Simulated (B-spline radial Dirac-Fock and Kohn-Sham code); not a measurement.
Neutral aluminum: differential elastic cross section for electrons at 279 eV

The computed values come from a radial finite-basis atomic code: relativistic (Dirac) partial waves in the static field of the Dirac-Fock atom with Furness-McCarthy exchange, without polarisation or absorption potentials. Below a few hundred eV the neglected polarisation potential matters, most of all at small angles.

| θ (°) | dσ/dΩ (Å²/sr) | Sherman function |
| --- | --- | --- |
| 0 | 20.9 | 0.000 |
| 10 | 6.90 | 0.000 |
| 20 | 1.19 | 0.000 |
| 30 | 0.387 | 0.000 |
| 40 | 0.176 | 0.001 |
| 50 | 0.0927 | 0.003 |
| 60 | 0.0547 | 0.004 |
| 70 | 0.0356 | 0.004 |
| 80 | 0.0259 | 0.002 |
| 90 | 0.0223 | -0.003 |
| 100 | 0.0238 | -0.006 |
| 110 | 0.0300 | -0.007 |
| 120 | 0.0401 | -0.007 |
| 130 | 0.0529 | -0.005 |
| 140 | 0.0669 | -0.004 |
| 150 | 0.0803 | -0.003 |
| 160 | 0.0914 | -0.002 |
| 170 | 0.0987 | -0.001 |
| 180 | 0.101 | 0.000 |

Question: What integrated cross sections go with this distribution?

Answer: The total elastic cross section is 3.00 Å², the first transport cross section 0.703 Å² and the second, weighted with (3/2) sin²θ, 0.757 Å². The mean deflection is ⟨1 − cos θ⟩ = 0.234, and 9.9 % of the collisions scatter beyond 90°.

On this grid of angles the cross section has a minimum near 90°, from interference among the few low partial waves with large phase shifts.
